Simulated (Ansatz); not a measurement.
Mulliken charges of CH3Cl3SSiZn (`[CH3][Zn][S][Si](Cl)(Cl)Cl`) from r2SCAN/def2-TZVPP in Ansatz (PBE0-D4/def2-TZVP geometry).

```csv
atom,x (Å),y (Å),z (Å),charge (e)
C1,0.244,-1.878,1.635,-0.371
Zn2,-0.587,-0.660,0.386,0.365
S3,-1.827,0.565,-0.986,-0.319
Si4,-0.232,1.764,-1.537,0.670
Cl5,0.189,1.671,-3.525,-0.197
Cl6,-0.506,3.724,-1.068,-0.197
Cl7,1.484,1.152,-0.540,-0.211
H8,-0.484,-2.585,2.035,0.084
H9,0.681,-1.317,2.464,0.088
H10,1.038,-2.436,1.136,0.088
```

**Question.** By hand: the dipole of these point charges (1 e Å = 4.8032 D).

**Answer.** Σ q r = (-0.017, -0.396, 0.326) e Å, of length 0.513 e Å = 2.46 D.

**Question.** How does the dipole of the full density compare? (Best estimate.)

**Answer.** Ansatz gave: (0.055, -0.336, 0.296) e Å, 2.17 D; the point charges give 1.13 times that, at 9° from its direction.

Point charges leave out the atoms' own dipoles, such as those of lone pairs, and Mulliken's split depends on the basis, so the close match here is no proof of good charges.
